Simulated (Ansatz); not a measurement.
Isolated molecules relaxed with PBE0-D4/def2-TZVP in Ansatz; ΔE leaves out vibrations. CCSD(T)/CBS adds triple-zeta CCSD(T) − MP2 to the extrapolated MP2 energy (def2 sets, frozen cores). This one scheme is used for every species, atoms too. DFT in def2-TZVPP. HSE06 is defined as in plane-wave codes. No spin–orbit coupling; open shells (•) take unrestricted orbitals. Spin–orbit coupling would lower the free atoms: a little for Al, O, S, Si. Each species was taken in one conformer, which may not be the lowest.

Consider the atomization: `[AlH2][O][SiH2]S` → Al• + 5 H• + O• + S• + Si•.

| level | ΔE (kJ/mol) | difference from CCSD(T)/CBS |
| --- | --- | --- |
| revPBE-D4 | 2793.5 | -97.8 |
| r2SCANh-D4 | 2863.4 | -27.9 |
| CAM-B3LYP-D4 | 2879.3 | -12.0 |
| B2PLYP | 2833.3 | -58.0 |
| HSE06 | 2806.5 | -84.8 |
| MP2/def2-SVP | 2677.5 | -213.8 |
| CCSD/def2-SVP | 2633.1 | -258.2 |
| HF/def2-TZVPP | 2140.0 | -751.3 |
| MP2/def2-QZVPP | 2889.2 | -2.1 |
| SCS-MP2/def2-QZVPP | 2901.7 | 10.4 |
| CCSD(T)/CBS | 2891.3 | 0 |

(1) What do rigid-rotor, harmonic-oscillator terms from PBE0-D4/def2-TZVP frequencies (298.15 K, 1 bar) make of the CCSD(T)/CBS value? (Best estimate.)

Largest T1 diagnostic among the species: 0.018.

Answers

(1) The calculation gave: ΔZPE = -118.7 kJ/mol, ΔH = +2806.0 kJ/mol, ΔS = 870 J/(mol·K), ΔG = +2546.5 kJ/mol. Open shells count their whole term as degenerate. Modes under 50 cm⁻¹ make the entropy rough.

From BLYP to BHLYP (50 % exact exchange), in def2-TZVPP and without D4, ΔE moves by −14.5 kJ/mol: exact exchange takes away binding that semilocal exchange gives to molecules. The D4 term adds +33.3 kJ/mol with B3LYP and +17.5 kJ/mol with PBE0; it sums over pairs of atoms, weighted by their polarisabilities, and B3LYP, whose exchange is more repulsive, gets the larger term. In def2-TZVPP, CCSD(T) changes the Hartree–Fock value by +663.4 kJ/mol (the triples alone add +35.0 kJ/mol) and MP2 by +695.9 kJ/mol; breaking electron pairs costs correlation energy, which Hartree–Fock lacks.

B3LYP here is the variant with VWN-RPA as its local correlation; programs differ in this.

For atomizations the MP2-based limit and the directly extrapolated one differ by several kJ/mol either way, and by 10 to 25 for some Ge, Se and Sn compounds, so smaller differences from it don't rank the levels.
